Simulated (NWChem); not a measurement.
System: CH$_{4}$GeO$_{3}$; SMILES O=C[O][GeH2][OH]

NWChem input:

```
start job
memory heap 200 mb stack 900 mb global 1100 mb
geometry units angstroms
  O      1.537865     0.975881    -0.930592
  C      1.901161     0.300847    -0.000538
  O      1.121865    -0.492605     0.658197
  Ge    -0.630627    -0.413967     0.000760
  O     -1.236630     1.164793     0.287089
  H      2.939455     0.307058     0.372580
  H     -1.315887    -1.284139     0.993613
  H     -0.579496    -0.818038    -1.440307
  H     -0.839968     1.883457    -0.207475
end
basis spherical
  * library def2-svp
end
dft
  xc xpbe96 cpbe96
  disp vdw 4
  iterations 150
end
driver
  maxiter 120
end
task dft optimize
task dft freq
```

NWChem printed, in part:

```
             Northwest Computational Chemistry Package (NWChem) 7.3.0
             --------------------------------------------------------

 C1  symmetry detected

                             Geometry "geometry" -> ""
                             -------------------------

 Output coordinates in angstroms (scale by  1.889725989 to convert to a.u.)

  No.       Tag          Charge          X              Y              Z
 ---- ---------------- ---------- -------------- -------------- --------------
    1 O                    8.0000     0.82855922    -1.75109549    -0.49368222
    2 C                    6.0000    -0.15054214    -1.86165664     0.20043021
    3 O                    8.0000    -0.91214779    -0.87075074     0.53037336
    4 Ge                  32.0000    -0.26575258     0.73948716    -0.17598539
    5 O                    8.0000     1.25309895     1.06793773     0.54990533
    6 H                    1.0000    -0.47954799    -2.82766888     0.61981733
    7 H                    1.0000    -1.21674375     1.69495606     0.45268992
    8 H                    1.0000    -0.23288049     0.58598388    -1.66525300
    9 H                    1.0000     1.98042453     0.48434754     0.32892517

 Effective nuclear repulsion energy (a.u.)     388.8348750440

                                Z-matrix (autoz)
                                --------

 Units are Angstrom for bonds and degrees for angles

[...]

      ----------------------
      Optimization converged
      ----------------------

  Step       Energy      Delta E   Gmax     Grms     Xrms     Xmax
  ---- ---------------- -------- -------- -------- -------- --------
@   12   -2342.18354961 -1.4D-07  0.00007  0.00002  0.00028  0.00061
                                     ok       ok       ok       ok

                                Z-matrix (autoz)
                                --------

 Units are Angstrom for bonds and degrees for angles

[...]

 Rotational Constants
 --------------------
 A=   0.198590 cm-1  (  0.285720 K)
 B=   0.087736 cm-1  (  0.126230 K)
 C=   0.067712 cm-1  (  0.097420 K)

 Temperature                      =   298.15K
 frequency scaling parameter      =   1.0000

 Zero-Point correction to Energy  =   32.994 kcal/mol  (  0.052579 au)
 Thermal correction to Energy     =   37.054 kcal/mol  (  0.059050 au)
 Thermal correction to Enthalpy   =   37.647 kcal/mol  (  0.059994 au)

 Total Entropy                    =   80.798 cal/mol-K
   - Translational                =   40.659 cal/mol-K (mol. weight = 137.9379)
   - Rotational                   =   26.705 cal/mol-K (symmetry #  =        1)
   - Vibrational                  =   13.435 cal/mol-K

 Cv (constant volume heat capacity) =   21.942 cal/mol-K
   - Translational                  =    2.979 cal/mol-K
   - Rotational                     =    2.979 cal/mol-K
   - Vibrational                    =   15.983 cal/mol-K

[normal modes left out]

 ----------------------------------------------------------------------------
 Normal Eigenvalue ||           Projected Infra Red Intensities
  Mode   [cm**-1]  || [atomic units] [(debye/angs)**2] [(KM/mol)] [arbitrary]
 ------ ---------- || -------------- ----------------- ---------- -----------
    1       -0.000 ||    0.000076           0.002         0.074       0.014
    2       -0.000 ||    0.000362           0.008         0.353       0.065
    3        0.000 ||    0.000008           0.000         0.008       0.001
    4        0.000 ||    0.000771           0.018         0.752       0.137
    5        0.000 ||    0.000089           0.002         0.087       0.016
    6        0.000 ||    0.000228           0.005         0.222       0.041
    7       87.091 ||    0.008257           0.190         8.049       1.472
    8      169.157 ||    0.001454           0.034         1.417       0.259
    9      187.173 ||    0.014383           0.332        14.022       2.563
   10      279.727 ||    0.021265           0.491        20.730       3.790
   11      485.959 ||    0.045083           1.040        43.949       8.035
   12      515.529 ||    0.137643           3.176       134.182      24.530
   13      548.616 ||    0.042024           0.970        40.967       7.489
   14      622.475 ||    0.009062           0.209         8.835       1.615
   15      709.318 ||    0.064439           1.487        62.818      11.484
   16      754.470 ||    0.040368           0.931        39.353       7.194
   17      788.404 ||    0.073839           1.704        71.982      13.159
   18      828.856 ||    0.050238           1.159        48.974       8.953
   19      983.387 ||    0.155528           3.588       151.617      27.718
   20     1001.770 ||    0.001581           0.036         1.541       0.282
   21     1220.138 ||    0.252037           5.815       245.698      44.917
   22     1331.305 ||    0.012730           0.294        12.410       2.269
   23     1726.252 ||    0.255101           5.885       248.685      45.463
   24     2102.527 ||    0.084088           1.940        81.973      14.986
   25     2161.673 ||    0.080916           1.867        78.881      14.420
   26     2945.798 ||    0.076228           1.759        74.311      13.585
   27     3640.904 ||    0.087222           2.012        85.028      15.544
 ----------------------------------------------------------------------------
```

Level: PBE-D3(BJ)/def2-SVP.
